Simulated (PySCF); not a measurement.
Species: C6H6F2O2.
Z-matrix (Å and degrees, PBE0-D3(BJ)/def2-SVP geometry), rows numbered from 1:
```
C 
C   1  1.4787
C   2  1.3614  1  134.57
C   3  1.4363  2  107.48  1  -179.72
C   4  1.3581  3  104.55  2     0.02
O   5  1.3434  4  130.22  3  -179.94
C   6  1.3723  5  118.76  4  -177.17
F   7  1.3393  6  110.13  5   -79.68
F   7  1.3280  6  106.40  5   163.21
O   5  1.3406  4  111.85  3    -0.12
H   1  1.0976  2  109.57  3    -2.42
H   1  1.1019  2  111.51  3  -122.26
H   1  1.1024  2  111.70  3   117.39
H   3  1.0879  2  125.70  1     0.39
H   4  1.0858  3  128.86  2   179.98
H   7  1.1023  6  112.55  5    42.01
```

Linear response at PBE0/def2-SVPD (PySCF, frozen core in the response, non-relativistic).

Static isotropic polarisability: 79.26 au (11.75 Å³), principal values 55.7, 84.6, 97.5 au.

What is the polarisability at 1064 nm and at the sodium D line?

79.98 au at 1064 nm (+0.9 %), 81.74 au at 589.3 nm (+3.1 %). The rise at 589.3 nm is 3.42 times that at 1064 nm; a pure ω² law gives 3.26. The lowest singlet lies at 218 nm, shorter than both wavelengths.

What is the isotropic C6 coefficient between two such molecules, C6 = (3/π)∫α(iω)² dω?

2784 au (Eh·bohr⁶) by a ten-point quadrature over imaginary frequencies, which is 1660 eV·Å⁶ or 160 J·nm⁶/mol.

Which effective excitation energy ω̄ makes London's formula C6 = (3/4)α²ω̄ exact here?

ω̄ = 4·C6/(3α²) = 0.591 Eh = 16.1 eV. A one-pole form α(ω) = α/(1 − ω²/ω̄²) fitted to the 1064 nm value gives 12.3 eV.

What n − 1 at the D line would an ideal gas of it have at 273.15 K and 1 atm (2.6868 × 10¹⁹ cm⁻³), by n − 1 = 2π·N·α′?

20.45 × 10⁻⁴, a formal value whether or not that pressure can be reached.

What three-body coefficient follows from the one-pole estimate C9 = (3/4)·α·C6?

165000 au. This is an estimate from the two numbers above, not a computed integral.

How anisotropic is the static polarisability, by Δα² = ½[(α1 − α2)² + (α2 − α3)² + (α3 − α1)²]?

Δα = 37.2 au, or 0.47 of the isotropic value.

What molar refraction at the D line follows from R = (4π/3)·N_A·α′, with α′ the polarisability volume?

α′ = 12.11 Å³ gives R = 30.55 cm³/mol, for isolated, non-vibrating species.

One conformer stands for the species.
